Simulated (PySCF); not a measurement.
All values below come from B3LYP-D3(BJ)/def2-TZVP // r2SCAN-D4/def2-SVP (PySCF). Gas-phase values, no solvent. One relaxed conformer stands for a flexible species; it need not be the lowest. B3LYP has the VWN-RPA correlation part, as in Gaussian. 

Reference species: [W(Cl)2(NH2)4] (neutral, multiplicity 1).

```
Property                                                       Result
------------------------------------------------------------  -------
coordination number                                                 6
mean distance from the central atom to its bonded neighbours  2.121 Å
```

Changed species: [W(Cl)3(NH2)3] (3 of 6 Cl replaced by NH2; the reference has 4 of 6 Cl replaced by NH2).

Question: What does the change do to the coordination number and mean distance from the central atom to its bonded neighbours?

Answer: the coordination number hardly moves; the mean distance from the central atom to its bonded neighbours rises by 0.046 Å, to 2.167 Å.
